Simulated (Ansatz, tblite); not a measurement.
Removing and adding an electron: Ge3Te2. The state is a singlet with charge 0. Geometry: PBE-D4/def2-SVP. Ansatz, gas phase; energy differences of separate SCF runs; the oxidised species was run as a doublet alone; the reduced species was run as a doublet alone.

```xyz
5

Ge   -0.192   -1.701   -0.958
Ge    0.761    1.523    0.975
Ge   -1.534    0.481   -0.046
Te    0.156   -1.037    1.652
Te    0.810    0.734   -1.623
```

In the def2 sets Te takes a core potential; there is no spin–orbit coupling. The xTB rows come from tblite. HOMO above LUMO, or a gap near zero within one spin, warns that the state may not be the lowest or that an electron is smeared out. The structure comes from a short search, and lower isomers may exist.

```csv
level,−HOMO (eV),vertical IE (eV),−LUMO (eV),vertical EA (eV),HOMO–LUMO gap (eV),IE − EA (eV),remarks
GFN1-xTB,9.32,11.33,7.69,–,1.62,–,–
GFN2-xTB,8.22,11.45,6.37,3.15,1.85,8.30,–
PBE-D4/def2-TZVP,5.46,7.75,3.28,–,2.19,–,gap within one spin near zero (+1 doublet)
PBE-D4/def2-TZVPD,5.48,–,3.30,1.24,2.18,–,HOMO above zero (-1 doublet)
r2SCAN-D4/def2-TZVP,5.71,7.88,3.35,–,2.36,–,–
r2SCAN-D4/def2-TZVPD,5.71,–,3.35,1.35,2.36,–,HOMO above zero (-1 doublet)
PBE0-D4/def2-TZVP,6.29,7.88,2.75,–,3.54,–,–
PBE0-D4/def2-TZVPD,6.30,–,2.76,1.34,3.53,–,HOMO above zero (-1 doublet)
```

   A HOMO above zero means that the electron is unbound at that level or that self-interaction error raises the level; the energy of removing that electron tells which. Raw xTB energy differences between charge states are shifted by several eV; the methods need an empirical correction for them.
